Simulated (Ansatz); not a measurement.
Gas-phase electronic energies from Ansatz, PBE0-D4/def2-TZVP geometries. CCSD(T)/CBS adds triple-zeta CCSD(T) − MP2 to the extrapolated MP2 energy (def2 sets, frozen cores). Functionals use def2-TZVPP. B3LYP here is the variant with VWN-RPA as its local correlation; programs differ in this. HSE06 is defined as in plane-wave codes. def2 core potentials past Kr. For Br, Ge, Sn outer-core shells are correlated without core-valence functions, which leaves a few kJ/mol of doubt a bond. Scalar relativity is left out up to krypton. Each species was taken in one conformer, which may not be the lowest.

`[Cl][Ge][Cl]` + `[OH][SnH2][Br]` → `[Cl][Ge][Br]` + `[OH][SnH2][Cl]`  (redistribution)

`[Cl][Ge][Cl]`:

Cartesian coordinates in Å:
```
Cl 0.278 1.641 -0.492
Ge 0.791 -0.459 -0.196
Cl -1.068 -1.182 0.688
```

`[OH][SnH2][Br]`:

```xyz
6

O     1.475   -0.474   -0.149
Sn   -0.289    0.365   -0.189
Br   -1.931   -1.356    0.512
H     1.670   -0.916    0.681
H    -0.380    1.618    0.959
H    -0.546    0.762   -1.815
```

`[Cl][Ge][Br]`:

Cartesian coordinates in Å:
```
Cl -1.769 0.076 0.038
Ge 0.149 -0.869 -0.392
Br 1.620 0.793 0.354
```

`[OH][SnH2][Cl]`:

```xyz
6

O    -0.934   -0.397    1.164
Sn    0.354   -0.199   -0.289
Cl   -0.449    1.497   -1.671
H    -1.126    0.424    1.624
H     1.854    0.344    0.301
H     0.302   -1.668   -1.130
```

```json
{"level": "LDA (SPW92)", "ΔE (kJ/mol)": "4.6", "difference from CCSD(T)/CBS": "-1.6"}
{"level": "PBE-D4", "ΔE (kJ/mol)": "3.5", "difference from CCSD(T)/CBS": "-2.7"}
{"level": "revPBE-D4", "ΔE (kJ/mol)": "3.1", "difference from CCSD(T)/CBS": "-3.1"}
{"level": "r2SCAN-D4", "ΔE (kJ/mol)": "4.2", "difference from CCSD(T)/CBS": "-2.0"}
{"level": "B97M-V", "ΔE (kJ/mol)": "4.1", "difference from CCSD(T)/CBS": "-2.1"}
{"level": "PBE0-D4", "ΔE (kJ/mol)": "4.3", "difference from CCSD(T)/CBS": "-1.9"}
{"level": "B3LYP-D4", "ΔE (kJ/mol)": "3.6", "difference from CCSD(T)/CBS": "-2.6"}
{"level": "r2SCANh-D4", "ΔE (kJ/mol)": "4.4", "difference from CCSD(T)/CBS": "-1.8"}
{"level": "r2SCAN0-D4", "ΔE (kJ/mol)": "4.7", "difference from CCSD(T)/CBS": "-1.5"}
{"level": "HSE06-D4", "ΔE (kJ/mol)": "4.2", "difference from CCSD(T)/CBS": "-2.0"}
{"level": "BHLYP-D4", "ΔE (kJ/mol)": "4.4", "difference from CCSD(T)/CBS": "-1.8"}
{"level": "CAM-B3LYP-D4", "ΔE (kJ/mol)": "5.0", "difference from CCSD(T)/CBS": "-1.2"}
{"level": "ωB97X-V", "ΔE (kJ/mol)": "5.9", "difference from CCSD(T)/CBS": "-0.3"}
{"level": "B2PLYP", "ΔE (kJ/mol)": "4.3", "difference from CCSD(T)/CBS": "-1.9"}
{"level": "PBE-QIDH", "ΔE (kJ/mol)": "5.0", "difference from CCSD(T)/CBS": "-1.2"}
{"level": "PBE", "ΔE (kJ/mol)": "3.7", "difference from CCSD(T)/CBS": "-2.5"}
{"level": "revPBE", "ΔE (kJ/mol)": "3.5", "difference from CCSD(T)/CBS": "-2.7"}
{"level": "BLYP", "ΔE (kJ/mol)": "3.3", "difference from CCSD(T)/CBS": "-2.9"}
{"level": "r2SCAN", "ΔE (kJ/mol)": "4.2", "difference from CCSD(T)/CBS": "-2.0"}
{"level": "B3LYP", "ΔE (kJ/mol)": "4.0", "difference from CCSD(T)/CBS": "-2.2"}
{"level": "r2SCANh", "ΔE (kJ/mol)": "4.4", "difference from CCSD(T)/CBS": "-1.8"}
{"level": "r2SCAN0", "ΔE (kJ/mol)": "4.7", "difference from CCSD(T)/CBS": "-1.5"}
{"level": "HSE06", "ΔE (kJ/mol)": "4.3", "difference from CCSD(T)/CBS": "-1.9"}
{"level": "BHLYP", "ΔE (kJ/mol)": "4.8", "difference from CCSD(T)/CBS": "-1.4"}
{"level": "LC-ωPBE", "ΔE (kJ/mol)": "6.1", "difference from CCSD(T)/CBS": "-0.1"}
{"level": "RPA@PBE/def2-TZVPP", "ΔE (kJ/mol)": "3.8", "difference from CCSD(T)/CBS": "-2.4"}
{"level": "HF/def2-SVP", "ΔE (kJ/mol)": "4.8", "difference from CCSD(T)/CBS": "-1.4"}
{"level": "MP2/def2-SVP", "ΔE (kJ/mol)": "5.2", "difference from CCSD(T)/CBS": "-1.0"}
{"level": "CCSD/def2-SVP", "ΔE (kJ/mol)": "5.8", "difference from CCSD(T)/CBS": "-0.4"}
{"level": "CCSD(T)/def2-SVP", "ΔE (kJ/mol)": "5.7", "difference from CCSD(T)/CBS": "-0.5"}
{"level": "HF/def2-TZVPP", "ΔE (kJ/mol)": "5.7", "difference from CCSD(T)/CBS": "-0.5"}
{"level": "MP2/def2-TZVPP", "ΔE (kJ/mol)": "4.8", "difference from CCSD(T)/CBS": "-1.4"}
{"level": "SCS-MP2/def2-TZVPP", "ΔE (kJ/mol)": "4.7", "difference from CCSD(T)/CBS": "-1.5"}
{"level": "CCSD/def2-TZVPP", "ΔE (kJ/mol)": "4.8", "difference from CCSD(T)/CBS": "-1.4"}
{"level": "CCSD(T)/def2-TZVPP", "ΔE (kJ/mol)": "4.5", "difference from CCSD(T)/CBS": "-1.7"}
{"level": "HF/def2-QZVPP", "ΔE (kJ/mol)": "5.8", "difference from CCSD(T)/CBS": "-0.4"}
{"level": "MP2/def2-QZVPP", "ΔE (kJ/mol)": "5.8", "difference from CCSD(T)/CBS": "-0.4"}
{"level": "SCS-MP2/def2-QZVPP", "ΔE (kJ/mol)": "5.7", "difference from CCSD(T)/CBS": "-0.5"}
{"level": "HF/CBS(def2)", "ΔE (kJ/mol)": "5.8", "difference from CCSD(T)/CBS": "-0.4"}
{"level": "MP2/CBS(def2)", "ΔE (kJ/mol)": "6.5", "difference from CCSD(T)/CBS": "0.3"}
{"level": "CCSD(T)/CBS", "ΔE (kJ/mol)": "6.2", "difference from CCSD(T)/CBS": "0"}
```

(1) What do rigid-rotor, harmonic-oscillator terms from PBE0-D4/def2-TZVP frequencies (298.15 K, 1 bar) make of the CCSD(T)/CBS value? (Best estimate.)

Largest T1 diagnostic among the species: 0.013.

Results:

(1) Ansatz gave: ΔZPE = +0.1 kJ/mol, ΔH = +6.3 kJ/mol, ΔS = 6 J/(mol·K), ΔG = +4.5 kJ/mol.

Leaving LDA and LC-ωPBE aside and taking each functional with its dispersion term where it has one, the values, not all of them listed here, spread over 3.0 kJ/mol, from BLYP-D4 to ωB97X-V.
